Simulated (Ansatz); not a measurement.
This geometry of CH$_{7}$ClSSi$_{2}$ (12 atoms, charge 0, multiplicity 1) is a first-order saddle point.

These are results of Ansatz, RKS r2SCAN-D4/def2-SVP, not measurements.

```xyz
12
Properties=species:S:1:pos:R:3
S -1.829 1.880 2.061
Si -0.812 0.053 1.486
Si 0.195 0.362 -0.614
C 1.101 -1.214 -1.163
Cl 1.869 -0.961 -2.778
H -1.496 2.566 0.945
H 0.215 -0.300 2.514
H -1.789 -1.078 1.439
H 1.170 1.491 -0.528
H -0.858 0.705 -1.616
H 0.413 -2.068 -1.254
H 1.898 -1.492 -0.457
```

Question: Which two structures does it join? (They come from a converged band through this point; their orientation in space is the band's.)

Answer: No bond is made or broken. The dihedral H6–S1–Si2–Si3 goes from -56 to 56°. The two ends are copies of one structure, up to a mirror image or an exchange of like atoms.

First end point:

```xyz
12
Properties=species:S:1:pos:R:3
S -1.907 1.909 1.905
Si -0.830 0.090 1.445
Si 0.066 0.280 -0.720
C 1.105 -1.235 -1.201
Cl 1.784 -1.017 -2.862
H -0.851 2.724 1.679
H 0.234 -0.207 2.456
H -1.861 -0.986 1.523
H 0.935 1.495 -0.766
H -1.050 0.440 -1.698
H 0.502 -2.157 -1.211
H 1.952 -1.391 -0.516
```

Last end point:

```xyz
12
Properties=species:S:1:pos:R:3
S -1.725 1.989 1.996
Si -0.739 0.131 1.493
Si 0.324 0.389 -0.589
C 1.160 -1.213 -1.175
Cl 1.934 -0.950 -2.787
H -2.466 2.031 0.865
H 0.246 -0.080 2.595
H -1.686 -1.028 1.483
H 1.350 1.468 -0.485
H -0.707 0.788 -1.595
H 0.438 -2.037 -1.286
H 1.948 -1.542 -0.481
```

Question: How far does it lie above each of them?

Answer: 0.046 eV above the first and 0.046 eV above the second. This is the barrier of this one path; another mechanism may lie lower.

Time of the run: 3.8 min on 2 threads of Arm Neoverse V1, with other jobs on the host, peak memory 0.19 GiB.
